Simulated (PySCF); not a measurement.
Potential energy of PmN along the bond

Set-up: basis Pm x2c-SVPall, N x2c-SVPall; spin-free X2C with a Gaussian nucleus; PySCF 2.14. Energies in eV from Pm (4f5 6s2) + N in their ground configurations at the same level. State: quintet, about 4.4 electrons in the 4f shell (Mulliken), real f orbitals that mix terms.

All columns are PBE0. A positive dipole means Pm(−)N(+).

| R (Å) | E (eV) | μ (D) | Mulliken charge on Pm (basis-dependent) | HOMO (eV) | LUMO (eV) | Mayer bond order | ⟨S²⟩ |
| --- | --- | --- | --- | --- | --- | --- | --- |
| 1.488 | -1.879 | -4.91 | 0.13 | -3.54 | -1.34 | 3.15 | 6.02 |
| 1.557 | -2.861 | -5.43 | 0.17 | -3.74 | -1.44 | 3.15 | 6.02 |
| 1.626 | -3.407 | -5.99 | 0.20 | -3.89 | -1.56 | 3.15 | 6.03 |
| 1.678 | -3.601 | -6.39 | 0.23 | -3.95 | -1.65 | 3.15 | 6.03 |
| 1.730 | -3.654 | -6.74 | 0.26 | -3.98 | -1.74 | 3.15 | 6.04 |
| 1.782 | -3.594 | -7.02 | 0.29 | -3.98 | -1.82 | 3.14 | 6.05 |
| 1.851 | -3.384 | -7.22 | 0.32 | -3.94 | -1.95 | 3.12 | 6.09 |
| 1.938 | -2.995 | -6.58 | 0.35 | -3.90 | -2.15 | 3.03 | 6.25 |
| 2.041 | -2.551 | -3.75 | 0.33 | -4.17 | -2.42 | 2.49 | 6.99 |
| 2.180 | -2.002 | -3.97 | 0.35 | -4.32 | -2.23 | 2.15 | 7.32 |

A fit through these points gives, at Re = 1.726 Å, μ = -6.71 D and dμ/dR = -6.29 D/Å; the reduced mass is 12.77 u.

Problem. How strong is the fundamental in the double-harmonic approximation, I = 42.26·(dμ/dR)²/μred km/mol?

Solution. I = 42.26·(-6.29)²/12.77 = 131 km/mol at PBE0.

⟨S²⟩ of the unrestricted solution departs from its pure value on part of the curve, where spin states mix. These are scalar-relativistic numbers at best; spin–orbit coupling would shift them, the dissociation energy most. With d or f electrons several states lie close, and the lowest PBE0 determinant need not be the measured ground state.
